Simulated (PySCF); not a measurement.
# BeSb and its ions

r²SCAN; basis Be x2c-SVPall, Sb x2c-SVPall; spin-free X2C with a Gaussian nucleus; PySCF 2.14. Neutral (UKS): quartet (σ ↑, π ↑↑), Re = 2.414 Å, ωe = 457 cm⁻¹, De = 1.39 eV, HOMO -4.67 eV, LUMO -3.73 eV.

BeSb⁺ (UKS): triplet (π ↑↑), Re = 2.349 Å, ωe = 487 cm⁻¹, De = 3.09 eV to Be + Sb⁺. The energies at the minima are -6494.70979 hartree for BeSb and -6494.43402 for BeSb⁺.

Question: Work out the adiabatic ionisation energy, without and with harmonic zero-point energies (1 hartree = 27.2114 eV, 1 eV = 8065.5 cm⁻¹), and the change of the bond length.

Answer: At r²SCAN: 0.27577 hartree = 7.504 eV between the minima; the zero-point term (487.0 − 457.0)/2 cm⁻¹ = +0.002 eV makes it 7.506 eV. Re changes by -6.5 pm against the neutral. The electron leaves a σ orbital, and the shorter bond of the ion fits an antibonding orbital, or a change in how ionic the bond is.

These are scalar-relativistic numbers at best; spin–orbit coupling would shift them, the dissociation energy most. For an ion De counts to the pair picked by the measured ionisation energies or electron affinities, which need not be the lowest pair at this level. States were picked by a PBE0 search and need not be the measured ground states.
